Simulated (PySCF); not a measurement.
Compound: C4H3F2N2Si (doublet state).
Cartesian coordinates in Å at the GFN2-xTB level; atoms count from 1:
```
atom  x, y, z in Å
N1    -3.9153    0.2298   -1.1702
C2    -2.9738    0.2232   -0.5062
Si3   -1.5038    0.3998    0.5745
C4     0.0459   -0.1955   -0.3842
C5     1.2968    0.1921    0.3795
F6     1.2525   -0.3188    1.6470
F7     1.3571    1.5454    0.5470
C8     2.5067   -0.2804   -0.2999
N9     3.4103   -0.6773   -0.8715
H10   -1.6186   -0.0811    1.9387
H11    0.0446   -1.2821   -0.4993
H12    0.0988    0.2442   -1.3814
```

The hyperfine couplings belong to this conformer and change with its torsions.

Identity: `N#C[SiH]CC(F)(F)C#N` [radical].

Level of theory: PySCF, UKS B3LYP, pcH-1 on C F H N Si, non-relativistic, mean-field spin-orbit, GIAO. The structure is a single GFN2-xTB conformer in the gas phase; no vibrational or solvent corrections. The geometry wasn't refined by DFT: couplings that depend on bond lengths, twists or pyramidal angles can differ widely from those at the functional's own minimum, by a factor of two or more for some ions and for spin on atoms past the first row. No stability test was run, so a lower SCF solution isn't excluded.

Question: Give the principal g shifts and their parts.

Answer: 
| Δg (ppm) | 1 | 2 | 3 |
| --- | --- | --- | --- |
| relativistic mass correction | -152 | -152 | -152 |
| gauge correction | 10 | 51 | 42 |
| orbital Zeeman/spin–orbit | -80 | 833 | 1812 |
| total | -221 | 733 | 1702 |

So g = 2.00210, 2.00305, 2.00402 and g_iso = 2.00306; the tensor is rhombic: the two nearest values differ by 50 % of g3 − g1. 

Question: At 9.628 GHz, how far is the centre of the isotropic spectrum from where a free electron (g = 2.002319) resonates?

Answer: B = hν/(g μB) with μB/h = 13.99624 MHz/mT gives 343.55 mT for the free electron and 343.42 mT at g_iso, 0.13 mT lower.

Question: How much does each term add to the isotropic shift?

Answer: The orbital-Zeeman/spin–orbit term 855, the mass correction -152 and the gauge correction 35 ppm, for a total of 738 ppm. The orbital-Zeeman/spin–orbit term is the largest in size. The mass correction is the same along every axis, so the anisotropy comes from the other two: their spans along these axes are 41 (gauge) and 1891 ppm (orbital Zeeman/spin–orbit).

Question: In a frozen sample, at which fields do the three g values resonate at 9.5, 34, 94 and 263 GHz (hyperfine left aside), and which band first spreads them over more than twice a line width of 1.0 mT?

Answer: 
```
band    GHz  B(g3) mT  B(g2) mT  B(g1) mT  spread mT
   X    9.5    338.70    338.86    339.02       0.33
   Q   34.0   1212.17   1212.76   1213.34       1.16
   W   94.0   3351.30   3352.93   3354.52       3.22
   J  263.0   9376.52   9381.06   9385.53       9.01
```

The spread grows in proportion to the frequency. W band is the first where it exceeds 2.0 mT.

The Mulliken spin populations are largest on Si3 (+0.93), N1 (+0.14) and C2 (-0.08). The positive populations add up to 1.10 and the negative ones to -0.10, together 2S = 1. The angles at Si3 add up to 341.7°, so it is pyramidal.

The HOMO–LUMO gaps are 5.42 eV among the α and 6.06 eV among the β orbitals.
